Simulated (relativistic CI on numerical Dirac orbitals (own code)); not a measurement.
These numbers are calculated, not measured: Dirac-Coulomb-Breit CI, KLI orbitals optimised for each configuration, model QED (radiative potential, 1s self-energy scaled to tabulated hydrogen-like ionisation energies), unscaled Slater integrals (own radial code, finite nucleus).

The strongest absorption lines from the ground level of an ion, among the configurations computed and to levels below about 140 eV (vacuum wavelength in nm, gf): 9.1830 (0.031), 9.2591 (0.027), 9.8633 (0.026), 10.478 (0.081), 10.573 (0.06), 10.610 (0.31), 10.790 (0.25), 10.988 (0.16).

(1) Which ion is it?
A. Pm XX
B. Tb XXIV
C. Pm XVIII
D. Eu XXII

Answers

(1) A. Pm XX has 42 electrons and the ground level 4s2 4p6 4d6 5D_4; the strongest line goes to 4s2 4p5 4d7 5D°_3. The pattern of lines fixes the number of electrons, and along that sequence the line energies rise steadily with the charge (about as its square where n changes within one kind of shell, about linearly where n is kept but much faster in heavy ions where fine structure, which grows about as Z⁴, sets the gap, and irregularly where shells cross), which fixes Z. Configurations outside the model, such as inner-shell arrays, can give stronger lines. At this charge energies of transitions that change n are usually good to better than 1 %, and those within a shell (Δn = 0) to a few per cent. Terms inside the open d or f shell come out 10 to 20 % too wide with unscaled integrals.

LS names give the leading component of a level, which can be under half, so a name can repeat, a term be missing and a line seem to break the LS rules.
